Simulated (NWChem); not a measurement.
A series in which one site is exchanged, each optimised at PBE0/def2-SVP with NWChem, gas phase unless a solvent is named. For some, no frequency run checked for a minimum. def2 effective core potentials on Cd; no spin-orbit coupling.

A: [Cl][CdH] (CdHCl; site = H)
B: [F][Cd][Cl] (CdClF; site = F)
C: [Cl][Cd][Br] (CdBrCl; site = Br)
D: [Cl][Cd][Cl] (CdCl₂; site = Cl)

| quantity | A | B | C | D |
|---|---|---|---|---|
| dipole (D), PBE0/def2-SVP | 2.12 | … | 0.23 | 0.00 |
| vertical ionisation energy, ΔSCF, CAM-B3LYP/def2-SVP (eV) | 11.07 | … | 10.83 | 11.18 |
| static polarisability, CAM-B3LYP/def2-SVPD (bohr³) | 45.0 | … | 65.3 | 56.3 |
| lowest singlet excitation, CAM-B3LYP/def2-SVPD, TDA (eV) | 6.42 | … | 5.04 | 5.38 |

**Question.** Complete the blanks.

**Answer.** 
- dipole (D), PBE0/def2-SVP, B: 0.33
- vertical ionisation energy, ΔSCF, CAM-B3LYP/def2-SVP (eV), B: 11.62
- static polarisability, CAM-B3LYP/def2-SVPD (bohr³), B: 40.2
- lowest singlet excitation, CAM-B3LYP/def2-SVPD, TDA (eV), B: 5.50
